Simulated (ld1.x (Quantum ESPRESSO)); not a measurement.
**Reading a pseudo-wave (phosphorus (P))**

Columns: radius, all-electron u(r) and pseudo u(r) of the 3s shell (level -33.92 eV) of phosphorus in the configuration [Ne] 3s2 3p1; LDA (PZ), non-relativistic, TM scheme, ld1.x (Quantum ESPRESSO) 7.5.

| r (bohr) | all-electron | pseudo |
| --- | --- | --- |
| 0.078 | 0.1920 | 0.0253 |
| 0.155 | -0.0563 | 0.0512 |
| 0.232 | -0.2863 | 0.0787 |
| 0.310 | -0.4016 | 0.1094 |
| 0.388 | -0.4057 | 0.1438 |
| 0.465 | -0.3324 | 0.1823 |
| 0.542 | -0.2126 | 0.2264 |
| 0.620 | -0.0680 | 0.2773 |
| 0.698 | 0.0829 | 0.3347 |
| 0.775 | 0.2267 | 0.3974 |
| 0.852 | 0.3587 | 0.4648 |
| 0.930 | 0.4766 | 0.5354 |
| 1.008 | 0.5767 | 0.6053 |
| 1.085 | 0.6581 | 0.6697 |
| 1.162 | 0.7224 | 0.7261 |
| 1.240 | 0.7716 | 0.7723 |
| 1.318 | 0.8059 | 0.8060 |
| 1.395 | 0.8269 | 0.8269 |
| 1.472 | 0.8366 | 0.8366 |
| 1.550 | 0.8367 | 0.8367 |
| 1.628 | 0.8283 | 0.8283 |
| 1.705 | 0.8132 | 0.8132 |
| 1.782 | 0.7927 | 0.7927 |
| 1.860 | 0.7673 | 0.7673 |
| 1.938 | 0.7386 | 0.7386 |
| 2.015 | 0.7077 | 0.7077 |

Q: How many radial nodes do the two functions have?

A: The all-electron 3s function has n − l − 1 = 2; the pseudo-wave has 0, since the states of the same l below it are removed with the core.

Q: At about which radius was the pseudo-wave matched?

A: 1.45 bohr. The columns agree to 0.0005 from 1.32 bohr on; several derivatives are matched, so the curves merge somewhat inside the radius.

Q: Is the pseudo-wave norm-conserving?

A: Yes: the TM scheme keeps the norm inside the radius equal to the all-electron one, which fixes the energy derivative of the logarithmic derivative at the level.
